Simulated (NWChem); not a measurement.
# diphosphane (P2H4); SMILES PP

```xyz
6

P      0.0000    -1.1324    -0.0524
P      0.0000     1.1324     0.0524
H      1.0283    -1.2831     0.9242
H     -1.0284    -1.2830     0.9241
H      1.0283     1.2831    -0.9242
H     -1.0284     1.2830    -0.9241
```
Atoms are numbered in this order, from 1.

Computed with NWChem. Coordinates come from a B3LYP/6-31G* (spherical d) optimisation. GIAO values for the isolated, static molecule; σ is the absolute isotropic shielding, δ = σ(reference) − σ with the isolated reference molecule computed at the same levels (1H: tetramethylsilane, 31P: phosphine).

Problem. What does the run give for PBE0/pcSseg-1? Quantities: δ P1 (ppm); δ H3 (ppm).

Solution. 
| Quantity | Result |
|---|---|
| δ P1 (ppm) | 55.7 |
| δ H3 (ppm) | 2.57 |
